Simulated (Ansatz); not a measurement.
`O[Si](O)(F)Cl` + H₂O → `O[Si](O)(O)Cl` + H–F  (formal hydrolysis of the Si–F bond)

Program: Ansatz. Geometries: PBE0-D4/def2-TZVP. ΔE: electronic, gas phase. CCSD(T)/CBS adds triple-zeta CCSD(T) − MP2 to the extrapolated MP2 energy (def2 sets, frozen cores). This one scheme is used for every species. Each species was taken in one conformer, which may not be the lowest.

```tsv
species	SCS-MP2/def2-QZVPP energy (Eh)
`O[Si](O)(F)Cl`	-1000.29016
H₂O	-76.34808
`O[Si](O)(O)Cl`	-976.26133
H–F	-100.36288
```

Q: Work out ΔE.

A: ΔE = (-976.26133) + (-100.36288) − (-1000.29016) − (-76.34808) = 0.01403 Eh = +0.38 eV. CCSD(T)/CBS gives +0.37 eV.

Largest T1 diagnostic among the species: 0.011.

In def2-TZVPP, CCSD(T) changes the Hartree–Fock value by −0.07 eV (the triples alone add −0.01 eV) and MP2 by −0.09 eV. The D4 term adds −0.04 eV with B3LYP and −0.02 eV with PBE0; it sums over pairs of atoms, weighted by their polarisabilities, and B3LYP, whose exchange is more repulsive, gets the larger term.

B3LYP here is the variant with VWN-RPA as its local correlation; programs differ in this.
